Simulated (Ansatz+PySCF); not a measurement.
## quintet FeO: levels of theory in one basis

```yaml
atoms:
  - { symbol: Fe, position_ang: [0.0000, 0.0000, 0.0000] }
  - { symbol: O, position_ang: [0.0000, 0.0000, 1.6806] }
```

Basis set: def2-SVP (spherical functions). Left uncorrelated: 6 orbitals. Correlation on ROHF uses semicanonical orbitals with singles. Charge 0, multiplicity 5.

Computed with Ansatz (development build ahead of 0.2.0); each method stands on the lowest determinant of its kind that the runs found.

```csv
method,E − E(ROHF) (eV),<S²> of the determinant
ROHF,0.00,6.00
UHF,-2.28,6.95
ROHF-MP2,-13.60,–
```

(1) What does UHF-MP2 give on the same scale?

(2) Is a single determinant a sound starting point here?

Answers

(1) -12.67 eV.

(2) It is doubtful. Unrestricted orbitals lower Hartree–Fock by 2.28 eV and <S²> is 6.95 where a pure state has 6.00, a sign of strong static correlation.

Caution: another spin multiplicity may lie lower. Caution for ROHF, ROHF-MP2: an unrestricted determinant lies well below. Caution for UHF, UHF-MP2: the unrestricted determinant is a mixture of spin states.
